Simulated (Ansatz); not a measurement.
**Cu⁺ ··· HF**

The pair of Cu⁺ (SMILES [Cu+], atom 1) and HF (SMILES F, atoms 2–3), both closed shells, in one local arrangement (a lower one may exist), relaxed at PBE0-D4/def2-TZVP:

```csv
atom,x (Å),y (Å),z (Å)
Cu1,0.0109,0.0105,-1.6105
F2,0.1836,0.1752,0.4188
H3,-0.1945,-0.1858,1.1917
```

Ansatz 0.2.0; basis: def2-TZVPPD, with def2-QZVPPD for the basis limit; cores frozen in the correlated methods. The 3s and 3p shells of Cu and Zn are frozen; filled d shells are correlated. B3LYP uses VWN-RPA correlation. Extrapolation: Hartree–Fock as exp(−7.88 √X), correlation as X^−2.97. Interaction energies count from these two fragments, frozen as in the pair, with the counterpoise correction; negative means bound.

What is the interaction energy by CCSD(T) at an estimated basis limit (MP2 extrapolated from triple and quadruple zeta, plus CCSD(T) − MP2 in triple zeta)? (An estimate is asked for; the value comes from the calculation.)

By the calculation: -88.8 kJ/mol. Hartree–Fock alone gives -70.3 kJ/mol at the basis limit. It counts from the two fragments frozen as in the pair.

The same quantity by other methods in triple zeta, and each one's difference from that estimate:
| method | E_int (kJ/mol) | difference |
| --- | --- | --- |
| PBE-D4 | -99.6 | -10.8 |
| revPBE-D4 | -87.9 | 0.8 |
| BLYP-D4 | -98.7 | -9.9 |
| r2SCAN-D4 | -107.3 | -18.5 |
| B97M-V | -103.6 | -14.8 |
| PBE0-D4 | -92.3 | -3.5 |
| B3LYP-D4 | -95.0 | -6.2 |
| HSE06-D4 | -92.1 | -3.3 |
| wB97X-V | -91.1 | -2.3 |
| wB97M-V | -91.0 | -2.2 |
| B2PLYP | -89.2 | -0.4 |
| HF | -68.9 | 19.9 |
| MP2 | -80.3 | 8.5 |
| CCSD | -78.2 | 10.6 |
| CCSD(T) | -79.7 | 9.1 |
Differences are method less estimate.

Which atoms make the shortest contact between the fragments?

Cu1 and F2, 2.04 Å apart.

Basis-set superposition shift (counterpoise-corrected less uncorrected): CCSD(T) 4.5; MP2 4.0; HF 0.9; PBE0-D4 1.0; wB97M-V 0.9 kJ/mol.

The T1 diagnostic stays at or below 0.016.

For scale, one of the runs: CCSD(T)/def2-TZVPPD, 124 basis functions, launched by `ansatz run in.yaml --threads 2 --pin off --events-out ev --progress --plain --max-ram 5222MiB`. The run took about 2.2 s on 2 CPU threads of an AMD EPYC 9R45 (shared host).
